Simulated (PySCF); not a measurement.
Zn(OH)(GeH3), SMILES [OH][Zn][GeH3], PBE0/def2-SVP optimised geometry.

```
7

Zn    -0.34    -0.04     0.00
O     -2.11     0.09     0.00
H     -2.61    -0.73     0.01
Ge     2.03    -0.04     0.00
H      2.61     1.24    -0.65
H      2.61    -0.12     1.43
H      2.61    -1.24    -0.79
```

Density from PBE0/def2-TZVP run with PySCF at that geometry.

Minimum of the electron density along straight lines between bonded atoms, close to the bond critical point (lines longer than 1.1 times the sum of covalent radii, or with two minima, are not listed):

```json
[
 {"bond": "Zn1–O2", "length / Å": "1.780", "ρ at the minimum / e bohr⁻³": "0.135", "∇²ρ there / e bohr⁻⁵": "[?]", "position (fraction from the first atom)": "0.49"},
 {"bond": "O2–H3", "length / Å": "0.962", "ρ at the minimum / e bohr⁻³": "0.357", "∇²ρ there / e bohr⁻⁵": "-2.37", "position (fraction from the first atom)": "0.80"},
 {"bond": "Zn1–Ge4", "length / Å": "2.373", "ρ at the minimum / e bohr⁻³": "[?]", "∇²ρ there / e bohr⁻⁵": "[?]", "position (fraction from the first atom)": "0.47"},
 {"bond": "Ge4–H5", "length / Å": "1.543", "ρ at the minimum / e bohr⁻³": "0.130", "∇²ρ there / e bohr⁻⁵": "0.06", "position (fraction from the first atom)": "0.59"},
 {"bond": "Ge4–H6", "length / Å": "1.543", "ρ at the minimum / e bohr⁻³": "0.130", "∇²ρ there / e bohr⁻⁵": "0.06", "position (fraction from the first atom)": "0.59"},
 {"bond": "Ge4–H7", "length / Å": "1.544", "ρ at the minimum / e bohr⁻³": "0.130", "∇²ρ there / e bohr⁻⁵": "0.06", "position (fraction from the first atom)": "0.59"}
]
```

### Question
Complete the blanks.

### Answer

- Zn1–O2, ∇²ρ there / e bohr⁻⁵: 0.74
- Zn1–Ge4, ρ at the minimum / e bohr⁻³: 0.076
- Zn1–Ge4, ∇²ρ there / e bohr⁻⁵: 0.00
